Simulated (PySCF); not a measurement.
CH7FOSi2, SMILES C[Si@@H](F)O[SiH3]. Heavy atoms are numbered as in [CH3:1][Si@@H:2]([F:3])[O:4][SiH3:5]. Hydrogens are named by the atom that carries them.

Geometry: B3LYP-D3(BJ)/def2-SVP. The structure was generated by enumeration; whether it is a known compound was not checked. The values are those of a single conformer.

Computed with PySCF with PBE/def2-TZVP.

Atomic charges (e), one atom of each kind:

| atom | Löwdin | IAO |
|---|---|---|
| C1 (CH3) | -0.45 | -0.78 |
| Si2 (SiH) | 0.03 | 1.37 |
| F3 | … | -0.52 |
| O4 | … | -0.85 |
| Si5 (SiH3) | 0.14 | 0.82 |
| H on C1 | 0.14 | 0.17 |
| H on Si2 | … | -0.16 |
| H on Si5 | … | -0.13 |

**Question.** Complete the blanks. (Estimate from the structure and the level; the computed values follow.)

**Answer.** 
- F3, Löwdin: 0.01
- O4, Löwdin: 0.02
- H on Si2, Löwdin: -0.04
- H on Si5, Löwdin: -0.04

Computed Mayer and Wiberg (Löwdin basis) orders of the bonds:
| bond | Mayer | Wiberg |
|---|---|---|
| C1–Si2 | 1.01 | 1.23 |
| Si2–F3 | 1.13 | 1.69 |
| Si2–O4 | 1.18 | 1.58 |
| O4–Si5 | 1.16 | 1.59 |
